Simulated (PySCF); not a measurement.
**Basis and Hamiltonian dependence of the ionisation energy of Tc²⁺**

Tc²⁺ [Kr] 4d5 (6S) → Tc³⁺ [Kr] 4d4 (5D). Calculated with PySCF 2.14 from differences of total energies of unrestricted determinants, without spin-orbit coupling. Values in eV.

```tsv
basis	Hamiltonian	functions	UHF	LDA	PBE0	MP2 (valence)	CCSD(T) (valence)	CCSD(T) (valence and next inner shell)
def2-SVP with the def2 core potential (28 electrons)	ECP	31	29.056	n/a	n/a	29.477	n/a	n/a
cc-pVDZ-PP with ECP28MDF	ECP	38	28.863	30.099	29.877	29.364	n/a	n/a
aug-cc-pVDZ-PP with ECP28MDF	ECP	54	28.862	30.096	29.874	29.389	29.449	n/a
def2-TZVPPD with the def2 core potential (28 electrons)	ECP	56	28.881	30.103	29.895	29.514	29.564	29.673
ANO-RCC-VTZP	spin-free X2C	68	28.854	30.208	29.979	29.500	29.551	29.710
x2c-TZVPPall	spin-free X2C	79	28.797	30.199	29.942	29.440	29.491	29.659
def2-QZVPPD with the def2 core potential (28 electrons)	ECP	88	28.878	30.111	29.902	29.541	29.589	29.710
aug-cc-pVTZ-PP with ECP28MDF	ECP	88	28.821	30.056	29.849	29.467	29.517	n/a
aug-cc-pVTZ-DK	spin-free X2C	102	28.779	30.171	29.913	29.422	29.473	n/a
aug-cc-pVTZ-PP with one added diffuse shell each of s, p, d, f, g type with ECP28MDF	ECP	113	28.821	30.056	29.849	29.468	n/a	n/a
x2c-QZVPPall	spin-free X2C	118	28.775	30.185	29.917	29.439	n/a	n/a
dyall-av2z	non-relativistic	136	29.247	30.567	30.337	29.806	n/a	n/a
aug-cc-pwCVQZ-PP with ECP28MDF	ECP	180	28.806	n/a	n/a	n/a	n/a	n/a
```

Problem. Estimate the row for x2c-TZVPPall with one added diffuse shell each of s, p, d, f type (spin-free X2C, 95 functions).

Solution. From the rows with the same Hamiltonian and similar size; the calculation gives UHF 28.80; LDA 30.20; PBE0 29.94; MP2 (valence) 29.44; CCSD(T) (valence) 29.49; CCSD(T) (valence and next inner shell) 29.66 (eV).

Frozen in the all-electron rows: valence: [Kr]; valence and next inner shell: [Ar] 3d10; with a core potential, the same shells as far as they lie outside it.

Non-relativistic rows lack the scalar-relativistic shift.

Between the lowest levels the reference is 29.55 eV (semi-empirical (NIST evaluation); NIST Atomic Spectra Database, ionization energies); it includes spin-orbit coupling, which these numbers lack.
